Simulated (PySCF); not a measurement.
## Electron correlation in Fe⁺ (iron, charge +1)

[Ar] 3d6 4s1, high-spin 6D determinant. Computed with PySCF 2.14 in cc-pVTZ-DK, with scalar relativity by spin-free X2C-1e. Frozen: [Ar]; 7 electrons correlated.

MP2 pair energies summed by pair of shells (mhartree):

```
 pair   energy  share (%)
3d-3d  -127.05       87.6
3d-4s   -18.02       12.4
```

Total MP2 correlation energy: -145.07 mhartree.

Same-spin part -86.72 and opposite-spin part -58.35 mhartree; SCS-MP2 scales them by 1/3 and 6/5 to -98.92 mhartree.
